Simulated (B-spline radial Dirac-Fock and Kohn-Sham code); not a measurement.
Binding energies of Cd²⁺ at several levels of theory

System: Cd²⁺, configuration [Kr] 4d9 5p1 (an excited configuration).

The density-functional columns are spherical, spin-unpolarised Dirac-Kohn-Sham results without Breit or QED terms: −ε is minus the orbital energy of the initial state and ΔSCF the difference of two total energies. The reference in the last column comes from Dirac-Fock energy differences between relaxed states, corrected for Breit and QED terms. All numbers are from a B-spline atomic structure program, in eV; a selection of levels is shown. The Kohn-Sham columns are given as differences from the reference. For the 1s level of heavy atoms much of the gap between ΔSCF and the reference is the Breit and QED part, -84.0 eV here; for other levels the error of the functional can be larger.

```
level  LDA −ε − DF  LDA ΔSCF − DF  Dirac-Fock
   1s       -244.3          +75.6     26746.4
   2s       -103.9          -47.7      4060.8
2p1/2        -76.6           -6.7      3764.3
2p3/2        -79.0          -13.0      3574.5
   3s        -50.8          -31.3       809.1
3p1/2        -39.8          -19.8       690.1
3p3/2        -39.4          -20.0       655.4
3d3/2        -22.5           -1.4       446.5
   4s        -19.1           -9.9       150.6
4p1/2        -14.1           -5.2       110.7
4p3/2        -14.2           -5.4       104.8
   4d         -6.0           +1.7       42.28
   5p         -2.2           +1.5       19.22
```

Values without a named source are computed, but for edge energies of neutral atoms, which are taken from tables.
